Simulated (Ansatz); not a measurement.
# Worked example: GeH(GeH3)Cl2 + C4H9O → GeH(GeH3)Cl + C4H9ClO

Species: GeH(GeH3)Cl2, singlet; C4H9O `[CH2]COCC`, doublet; GeH(GeH3)Cl, doublet; C4H9ClO (2-chloroethyl ethyl ether) `CCOCCCl`, singlet. A radical takes Cl: the energy is the difference in strength between the Ge–Cl bond broken and the C–Cl bond made.

Shapes, held fixed at every level: PBE0-D4/def2-TZVP. Flexible molecules stand in one conformer, not always the lowest. Programs: Ansatz 0.2.0. Electronic energies: no zero-point or thermal term.

At CCSD(T)/def2-TZVPP; 1 Eh = 2625.50 kJ/mol:

```
     species   energy (Eh)
GeH(GeH3)Cl2  -5073.159694
       C4H9O   -232.593958
 GeH(GeH3)Cl  -4613.343899
     C4H9ClO   -692.396904
```

Task: Work out ΔE of the reaction at this level.

Result: 
1. Products less reactants: (-4613.343899) + (-692.396904) − [(-5073.159694) + (-232.593958)] = 0.012849 Eh = +33.7 kJ/mol.

Other levels give +22.2 (PBE-D4/def2-TZVPP) to +59.0 kJ/mol (HF/def2-TZVPP). No measured value is set beside it here. Open shells run unrestricted. Relativity is left out for Ge. Outer-core shells of Ge are correlated in most correlated rows, in sets that cover them unevenly.
